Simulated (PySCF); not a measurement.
Ge(H)(Me)2(OH) (C₂H₈GeO), SMILES [CH3][GeH]([CH3])[OH]. Atoms are numbered in the order given.

```xyz
12

Ge    -0.2746    -0.0403     0.0000
C      0.3334     0.8989     1.6181
C      0.3334     0.8989    -1.6181
O      0.3242    -1.7515     0.0000
H     -1.8143    -0.2305     0.0000
H      1.4371     1.0016     1.6221
H      0.0259     0.3438     2.5254
H     -0.1090     1.9148     1.6576
H      0.0259     0.3438    -2.5254
H      1.4371     1.0016    -1.6221
H     -0.1090     1.9148    -1.6576
H      1.2984    -1.7753     0.0000
```

Geometry: PBE-D3(BJ)/def2-SVP. Other conformers were not sampled.

Computed with PBE-D3(BJ)/def2-SVP in PySCF.

Frequencies are harmonic and unscaled.

Computed normal modes with their intensities:
```tsv
mode	ν (cm⁻¹)	IR (km/mol)	moving atoms (share of kinetic energy)
1	108	1.5	H 98 %
2	118	0.1	H 96 %
3	144	60.0	H 89 %
4	166	0.6	C 51 %, H 36 %, Ge 11 %
5	196	7.3	H 28 %, Ge 28 %, O 22 %, C 22 %
6	208	51.8	O 54 %, H 24 %, C 14 %, Ge 9 %
7	564	5.4	C 69 %, H 20 %
8	575	37.6	H 87 %
9	593	18.6	C 54 %, H 30 %, Ge 16 %
10	655	49.7	O 43 %, H 40 %, Ge 14 %
11	676	49.7	H 55 %, O 36 %
12	718	35.2	H 78 %, C 18 %
13	806	40.3	H 75 %, C 23 %
14	812	59.2	H 85 %, C 14 %
15	816	51.6	H 80 %, C 16 %
16	900	102.8	H 90 %
17	1198	12.0	H 79 %, C 20 %
18	1204	8.0	H 81 %, C 19 %
19	1379	1.2	H 95 %
20	1380	0.1	H 95 %
21	1385	3.0	H 96 %
22	1392	7.9	H 96 %
23	2086	138.9	H 99 %
24	2979	4.3	H 97 %
25	2980	4.5	H 97 %
26	3080	0.0	H 91 %, C 9 %
27	3081	11.3	H 91 %, C 9 %
28	3094	4.4	H 91 %, C 9 %
29	3094	2.2	H 91 %, C 9 %
30	3734	35.5	H 94 %
```
